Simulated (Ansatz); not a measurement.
H14N2Si4Sn, SMILES `[SiH3][N]([SiH3])[SnH2][N]([SiH3])[SiH3]`, relaxed with RKS PBE-D4/def2-SVP in the Gaussian-basis code of Ansatz from a rough embedded geometry. The force threshold is 0.03 eV/Å; the program also tests the step.

The species carries charge 0 and has multiplicity 1. Sn takes the def2 core potential.

Start:

```xyz
21

Si   -1.260   -1.559   -2.558
N    -1.191   -0.375   -1.173
Si   -2.375   -0.902    0.082
Sn    0.613   -0.474   -0.324
N     0.733    0.681    1.357
Si    2.429    0.660    1.972
Si    0.393    2.383    0.795
H    -0.271   -1.209   -3.509
H    -2.553   -1.528   -3.115
H    -0.947   -2.903   -1.970
H    -2.325    0.076    1.194
H    -3.741   -0.835   -0.523
H    -2.057   -2.255    0.598
H     1.915   -0.009   -1.432
H     0.967   -2.181    0.163
H     2.572    1.584    3.139
H     3.342    1.096    0.913
H     2.785   -0.703    2.391
H    -0.951    2.435    0.253
H     1.398    2.743   -0.211
H     0.525    3.273    1.959
```

| step | energy (eV) | largest force (eV/Å) | largest move (Å) |
| --- | --- | --- | --- |
| 1 | -40517.4246 | 2.674 | 0.000 |
| 2 | -40518.0388 | 1.299 | 0.191 |
| 3 | -40518.2942 | 0.558 | 0.200 |
| 4 | -40518.4591 | 0.266 | 0.200 |
| 5 | -40518.5467 | 0.052 | 0.200 |
| 6 | -40518.5729 | 0.180 | 0.197 |
| 7 | -40518.5928 | 0.375 | 0.171 |
| 8 | -40518.6162 | 0.229 | 0.171 |
| 9 | -40518.6293 | 0.131 | 0.186 |
| 10 | -40518.6421 | 0.134 | 0.091 |
| 11 | -40518.6500 | 0.086 | 0.131 |
| 13 | -40518.6615 | 0.105 | 0.195 |
| 15 | -40518.6722 | 0.130 | 0.121 |
| 17 | -40518.6807 | 0.153 | 0.170 |
| 19 | -40518.6908 | 0.009 | 0.086 |
| 21 (rejected) | -40518.6942 | 0.205 | 0.196 |
| 23 | -40518.7019 | 0.033 | 0.099 |
| 25 | -40518.7062 | 0.104 | 0.052 |
| 27 | -40518.7123 | 0.062 | 0.149 |
| 29 | -40518.7141 | 0.048 | 0.015 |
| 31 | -40518.7154 | 0.032 | 0.045 |
| 33 | -40518.7160 | 0.017 | 0.017 |

End:

```xyz
21

Si   -1.597   -1.068   -2.374
N    -0.845   -1.184   -0.788
Si   -1.810   -1.277    0.684
Sn    1.201   -0.928   -0.523
N     1.324    0.830    0.578
Si    1.951    0.854    2.221
Si    0.506    2.227   -0.118
H    -0.520   -0.846   -3.403
H    -2.580    0.076   -2.441
H    -2.349   -2.329   -2.723
H    -0.886   -1.593    1.833
H    -2.530    0.011    0.991
H    -2.844   -2.369    0.570
H     1.879   -0.705   -2.090
H     1.845   -2.185    0.462
H     0.881    1.191    3.232
H     3.052    1.876    2.370
H     2.506   -0.509    2.544
H     0.388    2.013   -1.606
H     1.307    3.477    0.142
H    -0.879    2.438    0.439
```

Hardware: 4 threads of an AMD EPYC 7R13 on a shared host and a share of an NVIDIA H100 80 GB. Wall time 37 s, peak host memory 0.87 GiB.
